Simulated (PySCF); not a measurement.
Computed shifts of a molecule C3H2FNS, HF/pcSseg-1 (PySCF), GIAO, gas phase, equivalent atoms averaged, in ppm (number of nuclei): ¹⁹F: -89.2 (1). ¹³C: 174.2 (1), 170.8 (1), 102.5 (1). ¹⁵N: 353.9 (1). ¹H: 9.15 (1), 6.86 (1). References: ¹⁹F against CFCl3 (σ = 238.5 ppm); ¹³C against TMS (σ = 192.6 ppm); ³³S against H2S (σ = 725.2 ppm); ¹⁵N against NH3 (σ = 267.3 ppm); ¹H against TMS (σ = 31.99 ppm), references at their B3LYP-D3(BJ)/def2-TZVP geometries, non-relativistic. Coordinates come from a r2SCAN-D4/def2-SVP optimisation. Other conformers were not sampled.

Q: Which structure fits?
(A) Fc1cscn1
(B) Fc1nccs1
(C) Fc1cncs1

A: A, Fc1cscn1
